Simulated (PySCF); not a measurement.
Species: C6H7OSe (charge +1).
Atom-mapped SMILES: `[CH3:1][Se:2][c:3]1[cH:4][cH:5][o+:6][cH:7][cH:8]1` (hydrogens: H9, H10, H11 on C1; H12 on C4; H13 on C5; H14 on C7; H15 on C8)
Bond orders are those of one Lewis drawing.

Computed by this run: PBE0-D3(BJ)/def2-SVP geometry optimisation, gas phase (PySCF); density fitting, grid level 2; the optimiser is geomeTRIC in internal coordinates, started from a GFN2-xTB structure.

Geometry at step 0:
```
atom  x, y, z in Å
C1      2.8196    0.3123   -0.1420
Se2     1.6787   -1.2409   -0.4068
C3     -0.0040   -0.5480   -0.1265
C4     -1.1267   -1.4136   -0.2351
C5     -2.3768   -0.9216   -0.0288
O6     -2.6070    0.3487    0.2742
C7     -1.5864    1.1823    0.3816
C8     -0.2922    0.8025    0.1973
H9      3.8409   -0.0331   -0.2874
H10     2.7116    0.6891    0.8720
H11     2.5921    1.0773   -0.8800
H12    -0.9853   -2.4557   -0.4794
H13    -3.2781   -1.5161   -0.0922
H14    -1.8843    2.1925    0.6303
H15     0.4935    1.5323    0.3010
```

**Question.** What forces act on the atoms?

**Answer.** 
```tsv
atom	Fx (eV/Å)	Fy (eV/Å)	Fz (eV/Å)
C1	-0.450	-0.236	-0.014
Se2	0.133	0.015	-0.009
C3	-0.097	0.155	0.043
C4	0.334	0.381	0.060
C5	0.082	-0.183	-0.044
O6	0.155	-0.044	-0.027
C7	0.139	0.126	0.020
C8	-0.066	-0.481	-0.101
H9	0.300	-0.222	-0.072
H10	-0.031	0.115	0.368
H11	-0.076	0.257	-0.280
H12	-0.125	-0.474	-0.097
H13	-0.358	-0.135	-0.004
H14	-0.192	0.311	0.085
H15	0.252	0.417	0.072
```

The largest, 0.51 eV/Å, acts on C4 (C1, H12, C8 within 3 % of it); the rms over all components is 0.218 eV/Å. The forces sum to zero within rounding, as they must for an isolated molecule in no field.

**Question.** Give the force on C4 in Eh/bohr and in nN.

**Answer.** 0.510 eV/Å ÷ 51.422 = 0.00992 Eh/bohr, and 0.510 eV/Å × 1.602 = 0.82 nN.

**Question.** How far is this geometry from the end of the optimisation?

**Answer.** 0.032 eV above it, and 0.019 Å rms away after alignment. The bonds farthest from their final lengths, with half the difference of the two atoms' forces along the bond (positive lengthens):

```tsv
bond	now (Å)	final (Å)	force along bond (eV/Å)
C8–H15	1.077	1.090	+0.43
C4–H12	1.080	1.092	+0.40
C1–Se2	1.945	1.933	-0.27
C1–H11	1.087	1.098	+0.22
C1–H10	1.087	1.098	+0.22
C1–H9	1.088	1.099	+0.35
```

The angle farthest from its final value is C3–C4–H12, 120.1° against 121.8°.

Of the 6 listed bonds off by 0.010 Å or more, this force points towards the final length in 6.

What follows is the cost of the whole optimisation. The run took 72 s on an Intel Xeon Platinum 8488C with one thread, shared host, and the process peaked at 0.88 GiB of memory.
